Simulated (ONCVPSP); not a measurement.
What one change does to a pseudopotential (zirconium, ONCV)

```
Element                 : Zr
Generator               : ONCVPSP 4.0.1
Type                    : optimised norm-conserving Vanderbilt (ONCV)
Functional              : PBEsol
Relativity              : scalar-relativistic
Frozen core             : [Ar] 3d10
Valence charge          : 12
Reference configuration : 4s2 4p6 4d3 5s1
Partial waves           : 4s+5s: rc 1.70 bohr, ncon 4, nbas 7, qcut 5.7 1/bohr, 2 projectors; 4p: rc 1.95 bohr, ncon 4, nbas 9, qcut 6.3 1/bohr, 1 projector; 4d: rc 2.55 bohr, ncon 4, nbas 8, qcut 6.3 1/bohr, 2 projectors, debl 3.4 Ha
Local potential         : polynomial inside 1.35 bohr (lpopt 5, dvloc0 6 Ha)
Core correction         : Teter function fitted to the true core (icmod 2), fcfact 0.35
```

Change: s: qcut 3.7; p: qcut 4.1; d: qcut 4.1.

Cutoffs: the cutoffs (Ha) at which the residual kinetic energy of the hardest occupied pseudo-wave falls to 1 and 0.1 mHa per electron; they do not see the model core or the augmentation charge, which bear on the density cutoff. Errors are all-electron minus pseudo energies relative to the spin-unpolarised reference configuration.

Task: What does the change do?

Result: The potential gets harder (15 Ha and 36 Ha → 38 Ha and 46 Ha); of the 4 tests that both files solve, the error grows in 3 and shrinks in 1 by more than 15 % and 0.3 meV (median size 2.0 → 9.9 meV); the range in which the s phases agree narrows (upper end at the end of the scan → 1.6); the range in which the d phases agree narrows (upper end at the end of the scan → 1.3); neither file shows a bound ghost.

```csv
quantity,base,changed
"cutoff, loose",15 Ha,38 Ha
"cutoff, tight",36 Ha,46 Ha
loose cutoff by channel,"s 15 Ha, p 9.7 Ha, d 12 Ha","s 38 Ha, p 9.9 Ha, d 9.9 Ha"
bound ghosts,none,none
GHOST(+) flags under 300 eV,none,none
"error for 4s2 4p6 4d2 5s2, meV [ΔE -1.21 eV]",+2.2,+12
"error for 4s2 4p6 4d2 5s1, meV [ΔE 5.96 eV]",+1.8,+8.5
"error for 4s2 4p6 4d2 5s0, meV [ΔE 18.87 eV]",+0.1,+2.6
"error for 4s2 4p5 4d2 5s2, meV [ΔE 36.76 eV]",-17,+11
s: phases at 1.72 bohr within 0.05 rad from the reference energy up to (Ha; the scan ends near 5),to the end of the scan,1.6
p: phases at 1.97 bohr within 0.05 rad from the reference energy up to (Ha; the scan ends near 5),0.8,0.9
d: phases at 2.58 bohr within 0.05 rad from the reference energy up to (Ha; the scan ends near 5),to the end of the scan,1.3
"rms error of d²Exc/dni dnj with the model core, mHa",0.60,1.28
```
